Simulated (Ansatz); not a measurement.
C7H9N can be A, `N#CC1=CCCCC1`, or B, `Cc1cccc(N)c1`.

Program: Ansatz. Geometries: PBE0-D4/def2-TZVP. ΔE: electronic, gas phase. CCSD(T)/CBS is the MP2 limit (def2-TZVPP, def2-QZVPP) plus CCSD(T) − MP2 in def2-TZVPP, frozen cores. DFT in def2-TZVPP. B3LYP here is the variant with VWN-RPA as its local correlation; programs differ in this. One conformer a species, not always the lowest.

Task: Which isomer does CCSD(T)/CBS put lower? Give the gap. (Best estimate.)

Result: Computed: B, by 15.6 kcal/mol.

Task: Give E(B) − E(A) in kcal/mol with ωB97M-V, r2SCAN-D4, B3LYP-D4, HF/def2-TZVPP, B3LYP, PBE0-D4, B2PLYP. (An estimate is asked.)

Result: Computed: ωB97M-V -17.5, r2SCAN-D4 -23.3, B3LYP-D4 -21.7, HF/def2-TZVPP -12.5, B3LYP -21.1, PBE0-D4 -22.6, B2PLYP -18.3. None reverses the order clearly.

Largest T1 diagnostic: 0.012.

Leaving LDA and LC-ωPBE aside and taking each functional with its dispersion term where it has one, the values, not all of them listed here, spread over 7.3 kcal/mol, from r2SCAN-D4 to ωB97X-V. LDA lies −6.5 kcal/mol from PBE without D4. At CCSD(T), def2-SVP lies +6.1 kcal/mol from the extrapolated value and def2-TZVPP +2.6 kcal/mol.
